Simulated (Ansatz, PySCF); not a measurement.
In(OH)(PH2)2 (H5InOP2), SMILES [PH2][In]([PH2])[OH]. Atoms are numbered in the order given.

```xyz
9

In     0.1829    -0.0329    -0.0569
O      2.1004    -0.4243    -0.5017
H      2.3962    -0.0522    -1.3397
P     -0.3977    -0.9037     2.2172
H      0.2770    -2.1353     1.9493
H     -1.6665    -1.3970     1.7780
P     -1.1542     1.3739    -1.6584
H     -2.3475     0.6313    -1.3949
H     -0.7843     0.5457    -2.7653
```

Geometry optimised at PBE0-D3(BJ)/def2-SVP. The structure was generated by enumeration; whether it is a known compound was not checked. The def2 effective core potentials stand for the cores of In; spin–orbit coupling is left out. One conformer was computed; it need not be the lowest.

Two levels are set side by side: PBE-D3(BJ)/def2-SVP (Ansatz, an electronic-structure program) and PBE0-D3(BJ)/def2-SVP (Ansatz). Each level has its own optimised geometry; the coordinates shown are those of the second. Frequencies come from the Hessian of PySCF at each geometry. Differences are taken from unrounded values.

```
quantity                            PBE0-D3(BJ)  PBE-D3(BJ)  PBE-D3(BJ) minus PBE0-D3(BJ)
----------------------------------  -----------  ----------  ----------------------------
mean bond length (Å)                      1.714       1.733                         0.019
bond In1–O2 (Å)                           2.007       2.035                         0.028
bond In1–P4 (Å)                           2.503       2.533                         0.029
bond In1–P7 (Å)                           2.516       2.548                         0.031
bond O2–H3 (Å)                            0.963       0.976                         0.013
bond P4–H5 (Å)                            1.430       1.443                         0.013
bond P4–H6 (Å)                            1.430       1.443                         0.013
bond P7–H8 (Å)                            1.430       1.443                         0.013
bond P7–H9 (Å)                            1.431       1.444                         0.013
highest harmonic wavenumber (cm⁻¹)         3900        3713                          -188
mean harmonic wavenumber (cm⁻¹)             989         949                           -40
zero-point energy (kcal/mol)              29.69       28.50                         -1.19
```

Exact exchange shortens and stiffens bonds; PBE has none. Differences between two approximate levels are no errors against the true value.
